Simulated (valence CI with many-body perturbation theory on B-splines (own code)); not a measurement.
Results of a calculation; reference values are marked as such.
Level structure of Sc I

Level of theory: configuration interaction combined with many-body perturbation theory (CI+MBPT): three valence electrons over a frozen Dirac-Fock core [Ar], a basis of 9 s, 9 p, 10 d, 8 f, 5 g, 3 h, 1 i functions for each j, with the one-electron correlation potential Σ1 (screened to all orders), the two-electron term Σ2, the three-electron term Σ3, Breit, model QED; selected single and double excitations, second order for the rest (own B-spline code, finite nucleus).

Set against measurement, 36 paired levels are off by 392 cm⁻¹ on average, the worst by 1105. These come from a selection out of the NIST Handbook of Basic Atomic Spectroscopic Data. Levels without a partner in it may be off by more, other configurations by 1,000 to 4,000 cm⁻¹.

Levels 1 to 45 of 65, with energies above the lowest level, 3d 4s2 2D_3/2. "Leading %" is the weight of the configuration and term that name the level; weights of strongly mixed levels are sums over their largest components and can fall short. In the jj column 3d3/2^4 stands for four electrons in 3d with j = 3/2.

```
No.  Configuration  Term     J  E (cm⁻¹)  Leading %       g                Leading jj
  1         3d 4s2    2D   3/2       0.0         90   0.799         3d3/2 4s^2 (90 %)
  2         3d 4s2    2D   5/2       169         90   1.200         3d5/2 4s^2 (90 %)
  3         3d2 4s    4F   3/2     10634         93   0.399         3d3/2^2 4s (64 %)
  4         3d2 4s    4F   5/2     10672         93   1.028     3d3/2 3d5/2 4s (61 %)
  5         3d2 4s    4F   7/2     10725         93   1.238     3d3/2 3d5/2 4s (75 %)
  6         3d2 4s    4F   9/2     10793         93   1.334         3d5/2^2 4s (74 %)
  7         3d2 4s    2F   5/2     14084         87   0.857     3d3/2 3d5/2 4s (51 %)
  8         3d2 4s    2F   7/2     14201         87   1.143         3d5/2^2 4s (52 %)
  9       3d 4s 4p   4F°   3/2     15510         86   0.435     3d3/2 4s 4p1/2 (84 %)
 10       3d 4s 4p   4F°   5/2     15594         85   1.048     3d3/2 4s 4p1/2 (46 %)
 11       3d 4s 4p   4F°   7/2     15722         93   1.240     3d5/2 4s 4p1/2 (36 %)
 12       3d 4s 4p   4D°   1/2     15804         93  -0.002     3d3/2 4s 4p1/2 (49 %)
 13       3d 4s 4p   4D°   3/2     15818         56   1.018     3d3/2 4s 4p3/2 (55 %)
 14       3d 4s 4p   2D°   5/2     15821         67   1.212     3d3/2 4s 4p3/2 (63 %)
 15       3d 4s 4p   4F°   9/2     15866         94   1.334     3d5/2 4s 4p3/2 (94 %)
 16       3d 4s 4p   2D°   3/2     15893         53   0.946     3d5/2 4s 4p3/2 (43 %)
 17       3d 4s 4p   4D°   5/2     15937         76   1.341     3d5/2 4s 4p1/2 (40 %)
 18       3d 4s 4p   4D°   7/2     16006         92   1.427     3d5/2 4s 4p3/2 (67 %)
 19         3d2 4s    2D   5/2     16346         66   1.289     3d3/2 3d5/2 4s (52 %)
 20         3d2 4s    2D   3/2     16371         73   0.935     3d3/2 3d5/2 4s (39 %)
 21         3d2 4s    4P   1/2     16413         87   2.670         3d3/2^2 4s (36 %)
 22         3d2 4s    4P   3/2     16452         74   1.599     3d3/2 3d5/2 4s (63 %)
 23         3d2 4s    4P   5/2     16517         68   1.512         3d5/2^2 4s (73 %)
 24       3d 4s 4p   4P°   1/2     18414         93   2.630     3d3/2 4s 4p3/2 (82 %)
 25       3d 4s 4p   4P°   3/2     18427         92   1.723     3d3/2 4s 4p3/2 (48 %)
 26       3d 4s 4p   4P°   5/2     18479         95   1.601     3d5/2 4s 4p1/2 (44 %)
 27       3d 4s 4p   2P°   1/2     18776         50   0.705     3d5/2 4s 4p3/2 (37 %)
 28       3d 4s 4p   2P°   3/2     18915         51   1.346     3d5/2 4s 4p3/2 (41 %)
 29         3d2 4s    2G   9/2     19393         84   1.111     3d3/2 3d5/2 4s (67 %)
 30         3d2 4s    2G   7/2     19397         84   0.888     3d3/2 3d5/2 4s (67 %)
 31         3d2 4s    2P   1/2     19921         81   0.666     3d3/2 3d5/2 4s (54 %)
 32         3d2 4s    2P   3/2     19960         81   1.334     3d3/2 3d5/2 4s (46 %)
 33       3d 4s 4p   2F°   5/2     20827         88   0.857     3d5/2 4s 4p1/2 (48 %)
 34       3d 4s 4p   2F°   7/2     20881         88   1.143     3d3/2 4s 4p3/2 (46 %)
 35       3d 4s 4p   2D°   3/2     24493         59   0.800     3d3/2 4s 4p3/2 (35 %)
 36       3d 4s 4p   2P°   1/2     24607         74   0.666     3d5/2 4s 4p3/2 (39 %)
 37       3d 4s 4p   2P°   3/2     24615         72   1.333     3d5/2 4s 4p1/2 (24 %)
 38       3d 4s 4p   2D°   5/2     24641         59   1.200     3d5/2 4s 4p3/2 (37 %)
 39       3d 4s 4p   2F°   5/2     25200         59   0.857     3d3/2 4s 4p3/2 (39 %)
 40       3d 4s 4p   2F°   7/2     25336         58   1.143     3d5/2 4s 4p3/2 (34 %)
 41         3d2 4s    2S   1/2     26721         66   2.002         3d5/2^2 4s (41 %)
 42         3d2 4p   4G°   5/2     27919         94   0.571      3d3/2^2 4p1/2 (45 %)
 43         3d2 4p   4G°   7/2     27992         94   0.984  3d3/2 3d5/2 4p1/2 (51 %)
 44         3d2 4p   4G°   9/2     28085         94   1.172  3d3/2 3d5/2 4p3/2 (64 %)
 45         3d2 4p   4G°  11/2     28199         94   1.273      3d5/2^2 4p3/2 (75 %)
```

Names give the largest LS component (configuration and term), which can be under half, so a name can repeat, a term be missing and a line seem to break the LS rules; names also repeat where a configuration has a term twice.

Where two levels of one J and parity lie close, their mixing, g and order are uncertain.

The ionisation energy to 3d 4s 3D_1 of the next ion comes out as 6.553 eV (NIST: 6.56149 eV (measured)). All 65 levels together are meant to be complete up to 33373 cm⁻¹.
